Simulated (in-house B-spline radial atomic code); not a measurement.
What moves the levels of Nb5+ ([Ar] 3d10 4s2 4p6)? Method: Dirac-Hartree-Fock, average of configuration, Fermi nucleus of rms radius 4.324 fm. Calculated with an all-electron radial atomic-structure program (B-spline basis).

Baseline run (computed): total energy -3813.5030 hartree, 1s1/2 at -704.2933 hartree, 4p3/2 at -101.62 eV with <r> = 1.242 bohr.

Scaling the speed of light c (a factor of 100 is close to the non-relativistic limit):

```
c/c0  ΔE (hartree)  4p3/2 level (eV)  4p3/2 <r> (bohr)
0.95       -7.3478          -101.581             1.242
0.98       -2.7958          -101.605             1.242
1.02        2.6233          -101.634             1.242
 1.5        36.667          -101.811             1.242
 100         64.73          -101.952             1.243
```

Changing the nucleus:

```json
{"nucleus": "Gaussian nucleus of rms radius 4.324 fm", "ΔE (eV)": "-0.00288"}
{"nucleus": "uniform spherical nucleus of rms radius 4.324 fm", "ΔE (eV)": "0.00133"}
{"nucleus": "Gaussian nucleus of rms radius 0.01 fm", "ΔE (eV)": "-1.32"}
{"nucleus": "Fermi nucleus of rms radius 4.2375 fm", "ΔE (eV)": "-0.0499"}
{"nucleus": "Fermi nucleus of rms radius 4.4105 fm", "ΔE (eV)": "0.0508"}
```

A larger nucleus binds the electrons less, roughly as the density at the nucleus times the change of the nuclear <r²>. At equal rms radius the shape enters only through higher moments. A radius of 0.01 fm is nearly a point.

(1) The nuclear charge is raised by 0.1. What does the Hellmann-Feynman theorem predict for the energy, and what is found?

## Answers

(1) dE/dZ ≈ -Σ<1/r>, which is -222.634 at the start and -223.346 at the end; their mean times 0.1 is -22.299 hartree, and the two runs differ by -22.299 hartree.
